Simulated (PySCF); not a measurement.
**TDDFT excited states: C5H9FOS**

Compound: C5H9FOS.
InChI=1S/C5H9FOS/c1-8(7)3-4-2-5(4)6/h4-5H,2-3H2,1H3/t4-,5-,8-/m1/s1

Theory: PySCF, TDDFT CAM-B3LYP/def2-SVPD, vertical, gas phase, core orbitals frozen in the response. Geometry: PBE0-D3(BJ)/def2-SVP, one conformer, isolated molecule. Torsions of this conformer, `[CH3:1][S@@:2](=[O:3])[CH2:4][C@H:5]1[CH2:6][C@H:7]1[F:8]`: C1–S2–C4–C5 -172°, S2–C4–C5–C6 -161°.

| state | λ (nm) | E (eV) | f | \|μ\| (D) | main configurations (H = HOMO, L = LUMO) |
| --- | --- | --- | --- | --- | --- |
| S1 | 206.8 | 5.99 | 0.0085 | 0.61 | H→L+2 (38%), H→L+4 (19%), H→L+3 (17%) |
| S2 | 203.2 | 6.10 | 0.065 | 1.67 | H→L (35%), H→L+1 (30%), H→L+4 (12%) |
| S3 | 187.9 | 6.60 | 0.0064 | 0.51 | H→L (50%), H→L+4 (16%), H→L+1 (9%) |
| S4 | 177.8 | 6.97 | 0.089 | 1.84 | H→L+3 (43%), H→L+2 (19%), H→L+1 (19%) |
| S5 | 176.9 | 7.01 | 0.0015 | 0.24 | H-1→L+2 (35%), H-1→L+4 (19%), H-1→L+3 (17%) |
| S6 | 171.0 | 7.25 | 0.0020 | 0.27 | H→L+2 (34%), H→L+4 (24%) |

The lowest singlet lies at 5.99 eV (207 nm, ultraviolet) and is weak; its leading configuration is HOMO→LUMO+2 (38%). The strongest level in the table is S4 at 6.97 eV (178 nm, f = 0.089). Löwdin shares by element: HOMO oxygen 52%, sulfur 30%, carbon 13% or more; LUMO sulfur 36%, hydrogen 18% or more, carbon 14% or more (atoms not listed hold the other 32%). Orbital energies (eV): HOMO-3 -10.34, HOMO-2 -9.92, HOMO-1 -9.13, HOMO -8.06, LUMO 1.13, LUMO+1 1.34, LUMO+2 1.46. The listed states span 1.25 eV, and the widest gap between neighbours is 0.50 eV (S2 to S3). The oscillator strengths of these states sum to 0.173; summed over the whole spectrum of an exact calculation they would give the number of electrons, 72 (Thomas–Reiche–Kuhn). Only the lowest 6 singlets were computed, as vertical energies without vibronic structure.
